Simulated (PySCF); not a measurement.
From computed data to an observable: chemical shift, span and skew from a shielding tensor

Al(Me)(OSiH3) (CH6AlOSi), SMILES [CH3][Al+][O][SiH3], charge +1. Atoms are numbered in the order given.

```xyz
10

Al     0.0000     0.0000     1.1256
C      0.0000     0.0000     3.0295
H      1.0374     0.0038     3.4005
H     -0.5154    -0.9003     3.4005
H     -0.5220     0.8965     3.4005
O      0.0000     0.0000    -0.5028
Si     0.0000     0.0000    -2.2208
H      0.3917    -1.3705    -2.6324
H      0.9910     1.0245    -2.6324
H     -1.3827     0.3460    -2.6324
```
Charge +1, spin multiplicity 1.

Coordinates come from a PBE0-D3(BJ)/def2-SVP optimisation. The multiplicity is an assumed one; no other spin state was optimised. The isomer is the one that the SMILES or the coordinates give; other isomers of the formula were not compared. The values are those of a single conformer.

GIAO shieldings from PBE/pcSseg-1 run with PySCF, non-relativistic, no solvent. The symmetric part of the tensor of Si7 has the principal values 283.5, 283.5, 425.9 ppm. The same nucleus in TMS has σ = 335.4 ppm at this level (PySCF, at its B3LYP-D3(BJ)/def2-TZVP geometry).

Task: Work out the isotropic shielding, the ²⁹Si shift against TMS, the span and the skew.

Result: 
σ(iso) = (σ11 + σ22 + σ33)/3 = 331.0 ppm. δ = σ(ref) − σ(iso) = 335.4 − (331.0) = 4.4 ppm.
Span Ω = σ33 − σ11 = 142.4 ppm. Skew κ = 3(σ(iso) − σ22)/Ω = 1.00, an axial tensor. Tumbling in solution averages the tensor to δ; in a static solid the shielding alone would spread this spin-1/2 line over Ω.
